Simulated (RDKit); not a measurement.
RDKit input (MMFF94):

```python
from rdkit import Chem
from rdkit.Chem import AllChem, rdDetermineBonds

mol = Chem.MolFromXYZFile('mol.xyz')
rdDetermineBonds.DetermineBonds(mol, charge=-1)
print('SMILES', Chem.MolToSmiles(Chem.RemoveHs(mol)))
ff = AllChem.MMFFGetMoleculeForceField(mol, AllChem.MMFFGetMoleculeProperties(mol))
e0 = ff.CalcEnergy()
flag = ff.Minimize(maxIts=5000, forceTol=1e-5)
print(f'energy {e0:.4f} -> {ff.CalcEnergy():.4f} kcal/mol, converged: {flag == 0}')
print(Chem.MolToXYZBlock(mol))
```
mol.xyz:
```
13

C     -0.10139100    -2.24027700     0.39965800
Si     0.59480600    -0.85719400    -0.70987500
C      2.29567300    -0.41152000     0.02579900
Si    -0.75409200     1.08338000    -0.97297900
Cl    -0.99804100     1.32285000     1.28047500
H      0.62413300    -3.03934100     0.58545600
H     -0.39786800    -1.80776100     1.35807200
H     -0.99257800    -2.68015900    -0.05403500
H      0.90403300    -1.52339100    -2.03076700
H      2.82737800     0.28761100    -0.62456800
H      2.14857200     0.08199900     0.99000500
H      2.93026800    -1.28949700     0.18042000
H     -2.01292300     0.22627000    -1.16544700
```

Output:

```
SMILES C[SiH](C)[SiH-]Cl
energy 26.9918 -> 11.8940 kcal/mol, converged: True
13

C     -0.083953   -2.290245    0.392657
Si     0.680397   -0.966465   -0.651685
C      2.296664   -0.387796    0.043653
Si    -0.770028    0.833129   -0.771643
Cl    -1.055743    1.609802    1.105515
H      0.572889   -3.163395    0.456750
H     -0.267808   -1.939159    1.412939
H     -1.038988   -2.625255   -0.023982
H      0.904658   -1.491328   -2.025952
H      2.740361    0.396340   -0.577752
H      2.176864    0.012838    1.055163
H      3.014302   -1.212452    0.097387
H     -2.101646    0.376955   -1.250838
```

The dipole moment of an ion depends on the origin.

The geometry given is a B3LYP-D3(BJ)/def2-TZVP minimum.
